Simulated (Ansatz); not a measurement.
The cluster Cd3Te3. The state is a singlet with charge 0. Geometry PBE-D4/def2-SVP.

```xyz
6

Cd    0.890   -1.666    0.208
Cd   -0.013    0.894   -1.303
Cd   -2.698    0.423    0.139
Te    0.651   -1.509   -2.469
Te    0.952    2.075    1.009
Te    0.217   -0.216    2.415
```

In the def2 sets Cd, Te take a core potential; there is no spin–orbit coupling. HSE06 is defined as in plane-wave codes, on full-range PBE exchange. The structure comes from a short search, and lower isomers may exist.

Estimate the orbital energies around the gap (eV) in Ansatz with PBE-D4/def2-TZVPD, BLYP-D4/def2-TZVP, PBE0-D4/def2-SVP, PBE0-D4/def2-TZVPD, HSE06-D4/def2-TZVP.


```tsv
orbital	PBE-D4/def2-TZVPD	BLYP-D4/def2-TZVP	PBE0-D4/def2-SVP	PBE0-D4/def2-TZVPD	HSE06-D4/def2-TZVP
HOMO−9	-11.96	-11.76	-14.30	-14.23	-13.82
HOMO−8	-8.85	-8.65	-9.95	-9.90	-9.49
HOMO−7	-7.67	-7.46	-8.60	-8.55	-8.15
HOMO−6	-7.59	-7.42	-8.54	-8.48	-8.10
HOMO−5	-6.72	-6.52	-7.65	-7.64	-7.25
HOMO−4	-6.45	-6.24	-7.31	-7.28	-6.91
HOMO−3	-6.04	-5.85	-6.85	-6.84	-6.46
HOMO−2	-5.51	-5.35	-6.29	-6.29	-5.92
HOMO−1	-5.23	-5.06	-6.04	-6.06	-5.68
HOMO	-5.02	-4.85	-5.83	-5.85	-5.48
LUMO	-3.40	-3.32	-2.79	-2.78	-3.12
LUMO+1	-3.19	-3.09	-2.52	-2.51	-2.85
LUMO+2	-2.94	-2.82	-2.20	-2.21	-2.56
LUMO+3	-2.00	-1.84	-1.33	-1.38	-1.70
LUMO+4	-1.57	-1.43	-0.96	-0.99	-1.30
LUMO+5	-1.39	-1.25	-0.65	-0.75	-1.05
```
